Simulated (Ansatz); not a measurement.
A CCSD(T) single point on `C[CH]([SiH3])[GeH3]`.

```yaml
crystal:
  periodic: [false, false, false]
  atoms:
    - {symbol: C, position_ang: [-0.726222, 1.317456, -0.515375]}
    - {symbol: C, position_ang: [-0.413722, 0.044638, 0.276148]}
    - {symbol: Si, position_ang: [1.129225, 0.231614, 1.322437]}
    - {symbol: Ge, position_ang: [-0.280523, -1.510963, -0.919075]}
    - {symbol: H, position_ang: [-0.852117, 2.180432, 0.145513]}
    - {symbol: H, position_ang: [-1.644717, 1.217515, -1.100917]}
    - {symbol: H, position_ang: [0.079490, 1.560642, -1.214207]}
    - {symbol: H, position_ang: [-1.239658, -0.181467, 0.961209]}
    - {symbol: H, position_ang: [0.997036, 1.396145, 2.242695]}
    - {symbol: H, position_ang: [2.311070, 0.465264, 0.447197]}
    - {symbol: H, position_ang: [1.373528, -0.991835, 2.133345]}
    - {symbol: H, position_ang: [-0.059977, -2.806817, -0.119471]}
    - {symbol: H, position_ang: [0.894837, -1.315523, -1.894632]}
    - {symbol: H, position_ang: [-1.581153, -1.636100, -1.736068]}
basis:
  gaussian: {orbitals: def2-TZVPP}
correlation: {method: ccsd_t}
```

```sh
$ ansatz run in.yaml --threads 2 --pin off --events-out ev --progress --plain --max-ram 22528MiB --backend cuda --devices 0, --max-vram 18GiB
```

The program prints (abridged):

```
Functional definition: HF
1690 factors; integrals over basis functions are off by at most 8.1e-4 eV
mean field evaluation 1: about -66552.4497 eV, gradient 3.2e1 eV
mean field evaluation 2: about -66552.6390 eV, gradient 3.2e1 eV
mean field evaluation 4: about -66555.9009 eV, gradient 4.3e0 eV
mean field evaluation 8: about -66555.9635 eV, gradient 2.3e-1 eV
mean field -66555.96371871 eV, -2445.8865534102 hartree, gradient 1.5e-6 eV, S^2 0.000000; 0 other end points of the search recorded, 0 dependent functions left out
16 core orbitals not correlated: weight in the atoms' cores, before any rotation towards them, 1.000 or more for the frozen orbitals, at most 0.000 for the correlated occupied ones
reference -66555.96371871 eV, -2445.8865534102 hartree; 18, 18 occupied and 258, 258 virtual orbitals, 1690 factors
second order -20.57185889 eV of doubles, -0.00000000 eV of singles
cycle   1  -21.33774733 eV  change   -7.7e-1 eV  update   1.0e-1
cycle   2  -22.02632972 eV  change   -6.9e-1 eV  update   3.1e-2
cycle   3  -22.10249139 eV  change   -7.6e-2 eV  update   1.3e-2
cycle   4  -22.09722177 eV  change    5.3e-3 eV  update   3.1e-3
cycle   5  -22.09638758 eV  change    8.3e-4 eV  update   9.6e-4
cycle   6  -22.09610842 eV  change    2.8e-4 eV  update   2.7e-4
cycle   7  -22.09607398 eV  change    3.4e-5 eV  update   7.9e-5
cycle   8  -22.09608345 eV  change   -9.5e-6 eV  update   2.5e-5
perturbative correction -0.80887336 eV, -0.0297255478 hartree
Total energy: -66578.86867553 eV, -2446.7282950475 hartree
```

Hardware: 2 threads of an AMD EPYC 7R13 on a shared host and a share of an NVIDIA H100 80 GB. Wall time 14 s, peak host memory 0.88 GiB.

Correlation energy per correlated electron: -0.636 eV. T1 diagnostic: 0.0109.
